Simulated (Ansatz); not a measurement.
Born–Oppenheimer molecular dynamics of C$_{2}$H$_{7}$Ga (10 atoms, charge 0, multiplicity 1). It starts from a relaxed structure.

These are results of RKS r2SCAN/def2-SVP (Ansatz), not measurements.

```json
{
 "ensemble": "NVT, Langevin thermostat",
 "time step": "0.5 fs",
 "steps asked": "166",
 "set temperature": "400 K",
 "friction": "0.001 /fs",
 "seed": "811502"
}
```

First frame:

```xyz
10
Properties=species:S:1:pos:R:3
Ga 0.002 0.012 -0.027
H -0.017 -0.022 1.547
C 1.724 0.023 -0.978
H 2.051 -1.022 -1.125
H 1.649 0.481 -1.977
H 2.519 0.528 -0.409
C -1.712 0.004 -0.993
H -2.279 -0.911 -0.749
H -2.341 0.850 -0.666
H -1.596 0.058 -2.086
```

Problem. How far do the bonds stretch over the last three quarters of this one trajectory? (Pairs bonded in most of those frames.)

Solution. 
```tsv
bond	mean (Å)	spread (Å)	shortest	longest
Ga1–H2	1.580	0.010	1.56	1.60
Ga1–C3	1.970	0.008	1.95	1.98
Ga1–C7	1.966	0.006	1.95	1.98
C3–H4	1.107	0.033	1.05	1.17
C3–H5	1.109	0.017	1.08	1.14
C3–H6	1.110	0.037	1.05	1.17
C7–H8	1.106	0.013	1.08	1.14
C7–H9	1.103	0.008	1.09	1.12
C7–H10	1.104	0.015	1.08	1.13
```

Mean temperature of the second half: 258 K. The mean temperature of the second half is 36 % below the set value. A run of 0.083 ps of so small a system gives no equilibrium averages.

Run time: 3.9 min on 4 threads of Arm Neoverse V2 (shared host), peak memory 0.17 GiB.
